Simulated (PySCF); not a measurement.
Compound: C₅H₅O₂ (doublet state).
SMILES with atom numbers: `[CH3:1][C:2]1=[C:3][O:4][C:5](=[O:6])[CH2:7]1` (hydrogens: H8, H9, H10 on C1; H11, H12 on C7)

The calculation used UKS B3LYP, pcH-1 on C H O, non-relativistic, mean-field spin-orbit, GIAO in PySCF. Geometry: GFN2-xTB; no solvent, vibrations or thermal averaging. The geometry wasn't refined by DFT: couplings that depend on bond lengths, twists or pyramidal angles can differ widely from those at the functional's own minimum. No stability test was run, so a lower SCF solution isn't excluded.

(1) Give the principal g shifts and their parts.

(2) What effective moment and Curie constant follow for a powder?

(3) What are the electron Larmor frequencies g μB B/h along the three axes at 330 mT?

(4) In a frozen sample, at which fields do the three g values resonate at 9.5, 34, 94 and 263 GHz (hyperfine left aside), and which band first spreads them over more than twice a line width of 0.5 mT?

Results:

(1) 
| Δg (ppm) | 1 | 2 | 3 |
| --- | --- | --- | --- |
| relativistic mass correction | -192 | -192 | -192 |
| gauge correction | 21 | 25 | -28 |
| orbital Zeeman/spin–orbit | -758 | -133 | 1094 |
| total | -929 | -300 | 873 |

So g = 2.00139, 2.00202, 2.00319 and g_iso = 2.00220; the tensor is rhombic: the two nearest values differ by 35 % of g3 − g1. Axes: g1 points within 7° of the C3–O4 bond.

(2) With the mean of g² = 4.0088 and S(S+1) = 0.75: μ_eff = √(⟨g²⟩S(S+1)) = 1.734 μB and χT = 0.12505·⟨g²⟩·S(S+1) = 0.376 cm³ K/mol (cgs; spin-Hamiltonian part alone).

(3) 9.2439, 9.2468, 9.2523 GHz for g1, g2 and g3, a range of 8.3 MHz.

(4) 
| band | GHz | B(g3) mT | B(g2) mT | B(g1) mT | spread mT |
| --- | --- | --- | --- | --- | --- |
| X | 9.5 | 338.84 | 339.03 | 339.14 | 0.31 |
| Q | 34.0 | 1212.68 | 1213.39 | 1213.77 | 1.09 |
| W | 94.0 | 3352.69 | 3354.66 | 3355.71 | 3.02 |
| J | 263.0 | 9380.40 | 9385.90 | 9388.85 | 8.45 |

The spread grows in proportion to the frequency. Q band is the first where it exceeds 1.0 mT.

The largest Mulliken spin populations are on C3 (+0.97), C2 (-0.12) and C7 (+0.08). No atom but C3 exceeds +0.15. The positive populations add up to 1.14 and the negative ones to -0.14, together 2S = 1.

The HOMO–LUMO gaps are 6.06 eV among the α and 3.16 eV among the β orbitals.
